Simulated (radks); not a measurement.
Effect of the nuclear size on neutral lutetium, [Xe] 4f14 5d1 6s2. Method: Dirac Kohn-Sham, BLYP, spin-unpolarised, spherical densities, finite nucleus; open shells are shared between the two j in proportion to 2j + 1; Fermi nuclear charge, rms radius 5.37 fm; computed with a radial shooting solver on a logarithmic mesh with Libxc functionals. The rms radius is varied about that value; shifts are against it.

rms radius (fm)  total energy shift (eV)  density at nucleus (e/bohr^3)  1s1/2 shift (meV)  2s1/2 shift (meV)  5s1/2 shift (meV)  5p1/2 shift (meV)  6s1/2 shift (meV)  5d5/2 shift (meV)  6p1/2 (empty) shift (meV)
4.4356                             -14.3                      1.181e+06              -5820               -798              -6.38              0.497             -0.365              0.339                      0.136
4.8652                             -7.95                      1.147e+06              -3240               -444              -3.55              0.277             -0.203              0.189                      0.075
5.37                                   0                      1.112e+06              0.000              0.000              0.000              0.000              0.000              0.000                      0.000
5.7889                              7.00                      1.086e+06               2850                391               3.13             -0.243              0.179             -0.166                     -0.066
5.9177                              9.22                      1.078e+06               3760                515               4.12             -0.321              0.236             -0.219                     -0.088

Slopes of the eigenvalues against <r^2> in GHz/fm^2, as finite differences over the two radii next to the reference (eigenvalue slopes, not the field-shift constants of lines): 1s1/2 150000, 2s1/2 20500, 5s1/2 164, 5p1/2 -12.8, 6s1/2 9.39, 5d5/2 -8.72, 6p1/2 (empty) -3.49.
